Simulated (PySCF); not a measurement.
These are PBE-D3(BJ)/def2-TZVP // r2SCAN-D4/def2-SVP run with PySCF 2.14.0 values and carry that method's errors. Isolated molecules, 0 K electronic values unless said otherwise. One relaxed conformer stands for a flexible species; it need not be the lowest. 

Reference species: [Sc(Cl)3] (neutral, multiplicity 1).

The charge on the central atom (meta-Löwdin) is 1.15 e and the HOMO–LUMO gap is 3.71 eV. The mean distance from the central atom to its bonded neighbours comes out as 2.268 Å.

After one change: the charge on the central atom (meta-Löwdin) rises by 0.08 e; the HOMO–LUMO gap rises by 0.31 eV; the mean distance from the central atom to its bonded neighbours decreases by 0.265 Å.

Task: Name the change that produced these shifts. The new species is one of these.
A. [Sc(Cl)2(OH)]
B. [Sc(OH)3]
C. [Sc(Cl)(OH)2]

Result: C, [Sc(Cl)(OH)2]
